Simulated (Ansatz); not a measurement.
Spectroscopic constants of ScS, multiplicity 2 (the spin of the measured ground state). No spin–orbit coupling. Sc is treated without relativity.

Constants: fifth-degree fit in 1/R to seven points, most abundant isotopes. In def2 and cc sets the state is the lowest found near the PBE0 minimum, followed along R.

Codes used: Ansatz (Gaussian orbitals). Each number belongs to the level named beside it.

Energies at PBE/def2-TZVPP:

```
R (Å)        E (hartree)
--------  --------------
1.970900  -1158.51024873
2.023881  -1158.51796329
2.072624  -1158.52200594
2.127724  -1158.52368264
2.182825  -1158.52286837
2.246402  -1158.51949297
2.320576  -1158.51307382
```

Q: With a reduced mass of 18.6841 u, find the minimum, the force constant and the constants.

A: A fifth-degree polynomial in 1/R puts the minimum at r_e = 2.1354 Å with force constant 346 N/m. Then ω_e = (1/2πc)√(k/μ) = 560 cm⁻¹ and B_e = h/(8π²cμr_e²) = 0.1979 cm⁻¹; the cubic and quartic terms give α_e = 0.00079 and ω_e x_e = 1.7 cm⁻¹.

Ansatz is a quantum-chemistry and plane-wave program.
